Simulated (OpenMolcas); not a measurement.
F²⁺: effect of the active space

```json
{
  "Program": "OpenMolcas",
  "Method": "CASSCF",
  "Basis": "ANO-RCC-MB",
  "Scalar Hamiltonian": "DKH2, point nucleus",
  "Spin-orbit coupling": "RASSI with atomic mean-field integrals over the reference wave functions, term energies averaged over their components"
}
```

A. 3 electrons in 3 orbitals (2p); 2S+1 = 4 odd, 1 root; 2S+1 = 2 odd, 8 roots; cost about 2.4 core-seconds
B. 5 electrons in 4 orbitals (2s 2p); 2S+1 = 4 odd, 1 root; 2S+1 = 2 odd, 8 roots; 2S+1 = 4 even, 3 roots; 2S+1 = 2 even, 9 roots; cost roughly 10 core-seconds

Energies in cm⁻¹ above 2s² 2p³ ⁴S°_3/2.

```
          Level      A      B
2s² 2p³ ⁴S°_3/2    0.0    0.0
2s² 2p³ ²D°_3/2  29474  29471
2s² 2p³ ²D°_5/2  29479  29479
2s² 2p³ ²P°_1/2  49130  41228
2s² 2p³ ²P°_3/2  49136  41229
```

Between A and B the level of the table that moves most is 2s² 2p³ ²P°_3/2, by 7900 cm-1 (lowest in B, highest in A).

With the s shell closed, the reference lacks s² → p² mixing (holds for A). Levels of configurations outside the active space are missing. The table leaves out levels that lie high or whose names do not pair safely across all columns.

° marks odd parity.
